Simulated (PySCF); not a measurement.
**Bond curve of InF**

Set-up: PySCF, spin-free X2C with a Gaussian nucleus, basis sets In x2c-SVPall, F x2c-SVPall. Energies in eV from In + F in their ground configurations at the same level. State: ¹Σ⁺ (singlet), closed shell.

All columns are M06-2X. A positive dipole means In(−)F(+).

```
R (Å)  E (eV)  μ (D)  Mulliken charge on In (basis-dependent)  HOMO (eV)  LUMO (eV)  Mayer bond order  ⟨S²⟩
1.712  -3.991  -1.34                                     0.52      -7.62      -0.38              0.79  0.00
1.792  -4.699  -1.85                                     0.53      -7.79      -0.48              0.80  0.00
1.871  -5.074  -2.35                                     0.53      -7.94      -0.58              0.80  0.00
1.931  -5.200  -2.72                                     0.54      -8.04      -0.65              0.79  0.00
1.991  -5.231  -3.09                                     0.55      -8.13      -0.73              0.79  0.00
2.051  -5.190  -3.46                                     0.55      -8.21      -0.81              0.78  0.00
2.130  -5.058  -3.96                                     0.57      -8.30      -0.91              0.77  0.00
2.230  -4.811  -4.57                                     0.58      -8.36      -1.04              0.75  0.00
2.349  -4.452  -5.30                                     0.59      -8.34      -1.20              0.73  0.00
2.509  -3.935  -6.24                                     0.61      -8.15      -1.40              0.71  0.00
```

A fit through these points gives, at Re = 1.984 Å, μ = -3.05 D and dμ/dR = -6.23 D/Å; the reduced mass is 16.3 u.

Q: How strong is the fundamental in the double-harmonic approximation, I = 42.26·(dμ/dR)²/μred km/mol?

A: I = 42.26·(-6.23)²/16.3 = 101 km/mol at M06-2X.

Spin–orbit coupling is left out, which matters for elements this heavy, above all for dissociation energies.
